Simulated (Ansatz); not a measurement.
Reaction (silylene loss): `O[SiH](O)[Si](F)(F)F` → `O[SiH](O)F` + `F[Si]F`

Isolated molecules relaxed with PBE0-D4/def2-TZVP in Ansatz; ΔE leaves out vibrations. CCSD(T)/CBS adds triple-zeta CCSD(T) − MP2 to the extrapolated MP2 energy (def2 sets, frozen cores). This one scheme is used for every species. Functionals use def2-TZVPP. B3LYP here is the variant with VWN-RPA as its local correlation; programs differ in this. One conformer a species, not always the lowest.

(1) Is it downhill or uphill in electronic energy at CCSD(T)/CBS, and by how much? (Best estimate.)

(2) What do these levels give: PBE-D4, r2SCAN-D4, B3LYP-D4, ωB97X-V, ωB97M-V, B2PLYP, r2SCAN, PBE0, HF/def2-TZVPP, CCSD/def2-TZVPP, HF/CBS(def2), MP2/CBS(def2)? (Estimate.)

Largest T1 diagnostic among the species: 0.015.

Answers

(1) Computed: Uphill: ΔE = +109.4 kJ/mol.

(2) The calculation gave: PBE-D4 114.7, r2SCAN-D4 127.8, B3LYP-D4 106.0, ωB97X-V 118.5, ωB97M-V 93.3, B2PLYP 98.7, r2SCAN 125.0, PBE0 116.8, HF/def2-TZVPP 101.7, CCSD/def2-TZVPP 103.2, HF/CBS(def2) 100.9, MP2/CBS(def2) 116.8 kJ/mol.

From PBE to PBE0 (25 % exact exchange), in def2-TZVPP and without D4, ΔE moves by +12.1 kJ/mol. The D4 term adds +16.0 kJ/mol with B3LYP and +8.9 kJ/mol with PBE0; it sums over pairs of atoms, weighted by their polarisabilities, and B3LYP, whose exchange is more repulsive, gets the larger term.
